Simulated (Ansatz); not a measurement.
Consider the hydrogenolysis of a Mg–O bond: `[OH][Mg][O][SiH3]` + H₂ → `[MgH][O][SiH3]` + H₂O.

Calculated with Ansatz (gas phase, PBE0-D4/def2-TZVP geometries, no zero-point term in ΔE). CBS: MP2 limit from def2 TZ/QZ plus the TZ coupled-cluster correction, frozen cores. This one scheme is used for every species. DFT in def2-TZVPP. B3LYP here is the variant with VWN-RPA as its local correlation; programs differ in this. HSE06 is defined as in plane-wave codes. For Mg outer-core shells are correlated without core-valence functions, which leaves a few kJ/mol of doubt a bond. One conformer a species, not always the lowest.

| level | ΔE (kJ/mol) | difference from CCSD(T)/CBS |
| --- | --- | --- |
| revPBE-D4 | 85.5 | -12.0 |
| B3LYP-D4 | 91.7 | -5.8 |
| HSE06-D4 | 82.9 | -14.6 |
| B2PLYP | 95.8 | -1.7 |
| PBE-QIDH | 90.3 | -7.2 |
| r2SCAN | 98.1 | 0.6 |
| HSE06 | 82.4 | -15.1 |
| RPA@PBE/def2-TZVPP | 84.5 | -13.0 |
| CCSD/def2-SVP | 98.2 | 0.7 |
| SCS-MP2/def2-QZVPP | 103.9 | 6.4 |
| CCSD(T)/CBS | 97.5 | 0 |

Largest T1 diagnostic among the species: 0.011.

From BLYP to BHLYP (50 % exact exchange), in def2-TZVPP and without D4, ΔE moves by −3.7 kJ/mol. In def2-TZVPP, CCSD(T) changes the Hartree–Fock value by +10.1 kJ/mol (the triples alone add +1.5 kJ/mol) and MP2 by +22.5 kJ/mol. Leaving LDA and LC-ωPBE aside and taking each functional with its dispersion term where it has one, the values, not all of them listed here, spread over 28.6 kJ/mol, from B97M-V to r2SCAN-D4. LDA lies −3.6 kJ/mol from PBE without D4.
